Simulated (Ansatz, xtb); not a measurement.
Two isomers of C5H6O2SSi

We compare I, `O=c1occcc1S[SiH3]`, a singlet, with II, `O=c1cc(S[SiH3])cco1`, a singlet. Both are isolated molecules in the gas phase, relaxed with B3LYP-D3(BJ)/def2-SVP; the shapes shown needn't be the lowest conformers.

I (Å):

```xyz
15

C     0.4862    0.2925    1.1403
C     1.2706    1.5149   -0.7672
C     0.1785    1.2085   -1.5056
C    -0.8402    0.3967   -0.9154
C    -0.7079   -0.0585    0.3713
O     0.7130   -0.0494    2.2806
O     1.4163    1.0755    0.4998
S    -1.9478   -1.0613    1.1245
Si   -1.2721   -1.5177    3.1594
H     2.1162    2.1212   -1.0930
H     0.0876    1.5777   -2.5270
H    -1.7300    0.1374   -1.4936
H    -0.0880   -2.4058    3.2409
H    -2.4722   -2.3362    3.5237
H    -1.2313   -0.3565    4.0799
```

II (Å):

```xyz
15

C    -1.1115    0.9751    1.0812
C     0.0408    0.2888    0.5307
C     0.7225    0.7653   -0.5568
C     0.2872    1.9889   -1.1796
C    -0.7984    2.6129   -0.6615
O    -1.7808    0.6550    2.0235
O    -1.4765    2.1613    0.3933
S     2.1606   -0.1269   -1.1027
Si    2.2878    0.3341   -3.2202
H     0.3259   -0.6367    1.0312
H     3.3747   -0.5633   -3.6902
H     1.0009    0.0342   -3.9037
H     2.6586    1.7550   -3.4700
H     0.8087    2.4343   -2.0249
H    -1.2102    3.5449   -1.0564
```

Estimate E(II) − E(I) at the level CCSD(T)/def2-SVP + ΔMP2/def2-TZVPP.

Calculated at CCSD(T)/def2-SVP + ΔMP2/def2-TZVPP: E(II) − E(I) = +10.4 kJ/mol, so structure I lies lower.

How the difference moves with the method:

```json
{"level": "B3LYP-D3(BJ)/def2-SVP", "geometry": "B3LYP-D3(BJ)/def2-SVP", "E(II) − E(I) (kJ/mol)": "+13.6", "departure from the last row (kJ/mol)": "+3.2", "job, with rough time for the two": "optimisation, 2.6 min"}
{"level": "HF/def2-SVP", "geometry": "B3LYP-D3(BJ)/def2-SVP", "E(II) − E(I) (kJ/mol)": "+6.9", "departure from the last row (kJ/mol)": "−3.4", "job, with rough time for the two": "part of the CCSD(T) run"}
{"level": "MP2/def2-SVP", "geometry": "B3LYP-D3(BJ)/def2-SVP", "E(II) − E(I) (kJ/mol)": "+11.5", "departure from the last row (kJ/mol)": "+1.1", "job, with rough time for the two": "part of the CCSD(T) run"}
{"level": "CCSD(T)/def2-SVP", "geometry": "B3LYP-D3(BJ)/def2-SVP", "E(II) − E(I) (kJ/mol)": "+11.4", "departure from the last row (kJ/mol)": "+1.1", "job, with rough time for the two": "single point"}
{"level": "CCSD(T)/def2-SVP + ΔMP2/def2-TZVPP", "geometry": "B3LYP-D3(BJ)/def2-SVP", "E(II) − E(I) (kJ/mol)": "+10.4", "departure from the last row (kJ/mol)": "", "job, with rough time for the two": "single point, 2.8 min"}
```

As drawn, both hold the same kinds of bond in the same numbers.

The levels shown agree on the order. The largest departure from CCSD(T)/def2-SVP + ΔMP2/def2-TZVPP is that of HF/def2-SVP, 3.4 kJ/mol. Levels run at GFN2-xTB geometries aren't shown. The last row adds to CCSD(T) the change of the MP2 difference between the two basis sets, here −1.1 kJ/mol.

With thermal terms from frequencies at re-optimised GFN2-xTB minima (ideal gas, soft modes damped towards free rotors, one conformer each, 298.15 K, 1 atm): the zero-point term adds −3.3 kJ/mol; ΔH is +8.6 and ΔG +4.5 kJ/mol.

The correlated steps freeze 17 core orbitals. Programs: Ansatz 0.2.0, xtb 6.7.1; the last row on 4 threads of Arm Neoverse V2 on a shared host.
